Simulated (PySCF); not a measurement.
# C₆ coefficients of unlike pairs at HSE06

Calculated with PySCF 2.14 from the dipole response of each species, C₆(A,B) = (3/π) ∫ α_A(iu) α_B(iu) du, in atomic units, from isotropic polarisabilities. For ions this is the dispersion term alone; charge-induced terms of lower order in 1/R come first.

```tsv
species	configuration	basis	relativity	α (bohr³)	C₆ (like pair)
Ar	[Ar] (1S)	dyall-av3z (19s12p3d2f)	none	10.99	64.73
Cu²⁺	[Ar] 3d9 (2D)	aug-cc-pVTZ-PP with ECP10MDF (6s6p5d3f2g)	core potential	2.795	7.486
Se⁺	[Ar] 3d10 4s2 4p3 (4S)	aug-cc-pVTZ-DK (7s6p4d2f)	spin-free X2C	14.17	86.33
F³⁺	[He] 2s2 2p2 (3P)	aug-cc-pVQZ-DK (6s5p4d3f2g)	spin-free X2C	0.9440	0.8506
```

Q: Estimate C₆ for Se⁺ with Ar.

A: The integral gives 74.28. The combination rule 2 C_A C_B / (C_A α_B/α_A + C_B α_A/α_B) gives 74.30 and the geometric mean 74.76.

No spin-orbit coupling is included.

The other pairs:

| pair | C₆ |
| --- | --- |
| Se⁺, Cu²⁺ | 22.99 |
| F³⁺, Cu²⁺ | 2.522 |
| F³⁺, Se⁺ | 7.822 |
| F³⁺, Ar | 7.024 |
| Cu²⁺, Ar | 20.67 |
